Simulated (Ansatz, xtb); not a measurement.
# GeH6OP+: which of two structures lies lower

Structure I is `[PH3+][O][GeH3]`, a singlet and structure II is a singlet given by its coordinates. Both are isolated ions in the gas phase, relaxed with r2SCAN-D4/def2-SVP.

I (Å):

```tsv
atom	x (Å)	y (Å)	z (Å)
Ge	1.1759	-1.6107	-1.2769
O	-0.6848	-1.3513	-1.0716
P	-1.8358	-1.4342	-0.0459
H	-3.0510	-1.0752	-0.6613
H	-1.6737	-0.5722	1.0632
H	-2.0234	-2.7265	0.4969
H	1.3341	-1.2595	-2.7445
H	1.3479	-3.0793	-0.9061
H	1.7604	-0.6230	-0.2736
```

II (Å):

| atom | x (Å) | y (Å) | z (Å) |
| --- | --- | --- | --- |
| Ge | -1.5333 | -2.2490 | -1.3176 |
| O | -1.2721 | -0.1409 | -1.4068 |
| P | 0.6749 | -2.4130 | -0.1428 |
| H | -1.7995 | 0.4259 | -0.8180 |
| H | -1.2848 | 0.2659 | -2.2899 |
| H | -2.1158 | -2.0169 | 0.1398 |
| H | 0.8087 | -3.6764 | 0.4826 |
| H | 1.0299 | -1.5246 | 0.9025 |
| H | 1.8242 | -2.3791 | -0.9674 |

Close contacts (Å): Ge1–O2 2.13, Ge1–P3 2.51, Ge1–H6 1.59, O2–H4 0.97, O2–H5 0.97, P3–H7 1.42, P3–H8 1.42, P3–H9 1.41.

**Question.** Estimate which is lower in electronic energy at CCSD(T)/def2-TZVP, and by roughly how much.

**Answer.** The CCSD(T)/def2-TZVP calculation puts structure I lower, by 0.546 eV.

The same difference at several levels:

```json
{"level": "GFN2-xTB", "geometry": "GFN2-xTB", "E(II) − E(I) (eV)": "−0.125", "departure from the last row (eV)": "−0.671", "job, with rough time for the two": "optimisation, 0.36 s"}
{"level": "HF/STO-3G", "geometry": "GFN2-xTB", "E(II) − E(I) (eV)": "−0.590", "departure from the last row (eV)": "−1.135", "job, with rough time for the two": "single point, 0.57 s"}
{"level": "r2SCAN-D4/def2-SVP//GFN2-xTB", "geometry": "GFN2-xTB", "E(II) − E(I) (eV)": "−0.029", "departure from the last row (eV)": "−0.575", "job, with rough time for the two": "single point, 3.7 s"}
{"level": "r2SCAN-D4/def2-SVP", "geometry": "r2SCAN-D4/def2-SVP", "E(II) − E(I) (eV)": "+0.038", "departure from the last row (eV)": "−0.508", "job, with rough time for the two": "optimisation, 47 s"}
{"level": "HF/def2-TZVP", "geometry": "r2SCAN-D4/def2-SVP", "E(II) − E(I) (eV)": "+0.866", "departure from the last row (eV)": "+0.320", "job, with rough time for the two": "part of the CCSD(T) run"}
{"level": "MP2/def2-TZVP", "geometry": "r2SCAN-D4/def2-SVP", "E(II) − E(I) (eV)": "+0.678", "departure from the last row (eV)": "+0.132", "job, with rough time for the two": "part of the CCSD(T) run"}
{"level": "CCSD(T)/def2-TZVP", "geometry": "r2SCAN-D4/def2-SVP", "E(II) − E(I) (eV)": "+0.546", "departure from the last row (eV)": "", "job, with rough time for the two": "single point, 66 s"}
```

GFN2-xTB, HF/STO-3G, r2SCAN-D4/def2-SVP//GFN2-xTB put the two in the other order. The largest departure from CCSD(T)/def2-TZVP is that of HF/STO-3G, 1.135 eV.

With harmonic frequencies from r2SCAN-D4/def2-SVP (ideal gas, rigid rotor, one conformer each, 1000 K, 1 atm): on the last row, ΔE + ΔZPE = +0.615 eV. A mode under 50 cm⁻¹ makes harmonic enthalpies and free energies unreliable, so none is given.

The correlated steps freeze 15 core orbitals; the filled d shell of Ge is correlated, in a basis made for valence electrons. Programs: Ansatz 0.2.0, xtb 6.7.1; the last row on 2 threads of AMD EPYC 7R43 64-Core Processor (Zen 3) on a shared host.
